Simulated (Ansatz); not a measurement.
C$_{2}$H$_{7}$AlZn (`[CH3][Zn][CH2][AlH2]`) at its PBE0-D4/def2-TZVP geometry, where that method's forces vanish. The species carries charge 0 and has multiplicity 1.

```xyz
11

C    -1.4706    0.8054   -1.9175
Zn   -0.1281    0.0468   -0.7386
C     1.2288   -0.7211    0.4291
Al    0.8570   -0.4215    2.2891
H    -1.9627    0.0249   -2.5034
H    -1.0216    1.5168   -2.6153
H    -2.2397    1.3332   -1.3477
H     2.1698   -0.2560    0.1119
H     1.2501   -1.7873    0.1741
H     1.3635    0.9049    3.0105
H    -0.0465   -1.4460    3.1078
```

Problem. What forces (eV/Å) does r2SCAN-D4/def2-TZVPP give on these atoms in the Gaussian-basis code of Ansatz? (An estimate is asked.)

Solution. Ansatz gave: 
```
C1   0.088 -0.050  0.078
Zn2  0.007 -0.004  0.016
C3  -0.074  0.043 -0.059
Al4 -0.032  0.021  0.038
H5   0.009  0.016  0.011
H6  -0.010 -0.013  0.013
H7   0.014 -0.010 -0.012
H8  -0.011 -0.005 -0.022
H9  -0.002  0.010 -0.023
H10 -0.008 -0.026 -0.019
H11  0.018  0.017 -0.020
```
